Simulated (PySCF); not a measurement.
## Partial charges of `CSc1ccpc(C)c1`

Compound: C₇H₉PS.
Structure used (GFN2-xTB), in Å, numbered top down from 1:
```
atom  x, y, z in Å
C1    -3.3759   -0.5074   -0.0584
S2    -1.8448   -1.4531    0.1777
C3    -0.5520   -0.2479    0.1186
C4    -0.7824    1.1083   -0.0643
C5     0.2380    2.0324   -0.1108
P6     1.9324    1.7078    0.0390
C7     1.8912   -0.0288    0.2527
C8     3.2049   -0.7338    0.4367
C9     0.7312   -0.7704    0.2693
H10   -3.3622   -0.0073   -1.0227
H11   -3.5073    0.2010    0.7545
H12   -4.1741   -1.2431   -0.0367
H13   -1.7946    1.4690   -0.1765
H14   -0.0325    3.0713   -0.2580
H15    3.2842   -1.5832   -0.2403
H16    3.2910   -1.1106    1.4561
H17    4.0352   -0.0555    0.2505
H18    0.8089   -1.8425    0.4067
```

Density: PBE0/pcSseg-1 (PySCF); schemes: Mulliken, IAO, Hirshfeld and ESP-fitted. Isolated species at its GFN2-xTB geometry (one conformer only).

Tabulate the Mulliken, IAO, Hirshfeld and ESP-fitted charges.

In e:

| atom | environment | Mulliken | IAO | Hirshfeld | ESP-fitted |
| --- | --- | --- | --- | --- | --- |
| C1 | S-methyl carbon | -0.405 | -0.509 | -0.113 | -0.402 |
| S2 | sulfide sulfur | +0.091 | +0.163 | +0.029 | -0.171 |
| C3 | substituted aromatic carbon | -0.381 | -0.090 | -0.011 | +0.319 |
| C4 | aromatic CH carbon | +0.012 | -0.167 | -0.064 | -0.285 |
| C5 | aromatic CH carbon | -0.363 | -0.363 | -0.106 | -0.057 |
| P6 | phosphorus bonded to 2 C | +0.468 | +0.313 | +0.057 | -0.278 |
| C7 | substituted aromatic carbon | -0.561 | -0.183 | -0.040 | +0.535 |
| C8 | benzylic-type carbon | -0.159 | -0.422 | -0.120 | -0.556 |
| C9 | aromatic CH carbon | +0.107 | -0.157 | -0.062 | -0.640 |
| H10 | methyl hydrogen | +0.161 | +0.160 | +0.049 | +0.146 |
| H11 | methyl hydrogen | +0.161 | +0.160 | +0.049 | +0.146 |
| H12 | methyl hydrogen | +0.166 | +0.176 | +0.059 | +0.214 |
| H13 | aromatic hydrogen | +0.094 | +0.147 | +0.044 | +0.159 |
| H14 | aromatic hydrogen | +0.128 | +0.164 | +0.045 | +0.152 |
| H15 | methyl hydrogen | +0.132 | +0.153 | +0.048 | +0.148 |
| H16 | methyl hydrogen | +0.138 | +0.157 | +0.048 | +0.154 |
| H17 | methyl hydrogen | +0.121 | +0.150 | +0.042 | +0.153 |
| H18 | aromatic hydrogen | +0.090 | +0.147 | +0.044 | +0.261 |

Mean size of the charges over all atoms: ESP-fitted 0.265 e, IAO 0.210 e, Mulliken 0.208 e, Hirshfeld 0.057 e. Each set sums to the total charge, 0, to within 0.001 e. The Mulliken scheme counts on each atom the diagonal of the density matrix times the overlap matrix over that atom's basis functions. The Hirshfeld scheme divides the density at each point in proportion to the densities of the neutral, spherically averaged free atoms.

Lowest charge. The schemes don't all agree: Mulliken C7 (-0.561); IAO C1 (-0.509); Hirshfeld C8 (-0.120); ESP-fitted C9 (-0.640).

Highest charge. The schemes don't all agree: Mulliken P6 (+0.468); IAO P6 (+0.313); Hirshfeld H12 (+0.059); ESP-fitted C7 (+0.535).

How many electrons does the IAO scheme count on C9?

Z − q = 6 − (-0.157) = 6.157.

Sum the charges by element, for elements with more than one atom.

| element | atoms | Mulliken | IAO | Hirshfeld | ESP-fitted |
| --- | --- | --- | --- | --- | --- |
| C | 7 | -1.750 | -1.891 | -0.516 | -1.085 |
| H | 9 | +1.190 | +1.415 | +0.429 | +1.533 |

How closely do the schemes follow one another over all atoms?

Correlation coefficient and root-mean-square difference: IAO with Hirshfeld 0.98, 0.175 e; Mulliken with IAO 0.80, 0.158 e; Mulliken with Hirshfeld 0.71, 0.216 e; Hirshfeld with ESP-fitted 0.57, 0.279 e; IAO with ESP-fitted 0.46, 0.291 e; Mulliken with ESP-fitted -0.12, 0.425 e.
